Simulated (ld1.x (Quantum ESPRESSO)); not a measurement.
**Se, TM semilocal: configuration errors across variants**

* Element: selenium
* Generator: ld1.x (Quantum ESPRESSO) 7.5
* Type: norm-conserving Troullier–Martins (semilocal form)
* Functional: PBE
* Relativity: non-relativistic
* Frozen core: [Ne]
* Valence charge: 24
* Reference configuration: 3s2 3p6 3d10 4s2 4p4
* Partial waves: 3p (bound): rc 0.80 bohr; 3d (bound): rc 0.55 bohr; 3s (bound): rc 0.90 bohr
* Local potential: the s channel
* Core correction: none

Occupied shells without a wave of their own: 4p, 4s. They enter only through the test configuration that unscreens the potential.

All-electron excitation energies from the reference (eV): (1) 3s2 3p6 3d10 4s2 4p3 10.875; (2) 3s2 3p6 3d10 4s2 4p2 31.225; (3) 3s2 3p6 3d10 4s2 4p1 62.057; (4) 3s2 3p6 3d9 4s2 4p4 65.521; (5) 3s2 3p5 3d10 4s2 4p4 162.795; (6) 3s2 3p6 3d10 4s0 4p6 20.702; (7) 3s2 3p6 3d10 4s2 4p0 104.155.

A semilocal file is local in each channel, so a ghost entry of none says nothing of the separable form that plane-wave codes build from it.

For the base: The 4p, 4s levels have no wave, so the channel is fitted at the deeper level alone: the likely source of the large errors.

The file “base” misses its own reference levels by 2.5 eV. The file “wave 3p (bound): rc 0.80 bohr becomes 3p (bound): rc 0.52 bohr” misses its own reference levels by 2.5 eV. The file “wave 3p (bound): rc 0.80 bohr becomes 3p (bound): rc 0.64 bohr” misses its own reference levels by 2.5 eV. The file “wave 3p (bound): rc 0.80 bohr becomes 3p (bound): rc 0.82 bohr” misses its own reference levels by 2.5 eV. The file “wave 3p (bound): rc 0.80 bohr becomes 3p (bound): rc 0.96 bohr” misses its own reference levels by 2.5 eV. The file “wave 3p (bound): rc 0.80 bohr becomes 3p (bound): rc 1.04 bohr” misses its own reference levels by 2.5 eV.

Errors AE − PS in meV (a dash: test not solved or not reliable):

```csv
change,(1),(2),(3),(4),(5),(6),(7),bound ghosts
base,-159,-411,-753,+158,+166,-5123,-1179,not determined
wave 3p (bound): rc 0.80 bohr becomes 3p (bound): rc 0.52 bohr,-69,-189,-352,+139,+155,-5288,-548,not determined
wave 3p (bound): rc 0.80 bohr becomes 3p (bound): rc 0.64 bohr,-77,-207,-386,+141,+156,-5274,-601,not determined
wave 3p (bound): rc 0.80 bohr becomes 3p (bound): rc 0.82 bohr,-170,-438,-802,+159,+167,-5103,-1255,not determined
wave 3p (bound): rc 0.80 bohr becomes 3p (bound): rc 0.96 bohr,-186,-477,-871,+162,+168,-5074,-1364,not determined
wave 3p (bound): rc 0.80 bohr becomes 3p (bound): rc 1.04 bohr,-71,-193,-363,+154,+172,-5281,-570,not determined
```

**Question.** Give the same row for: wave 3p (bound): rc 0.80 bohr becomes 3p (bound): rc 1.16 bohr.

**Answer.** +253, +604, +1062, +144, +197, -5861, +1651; bound ghosts: not determined.
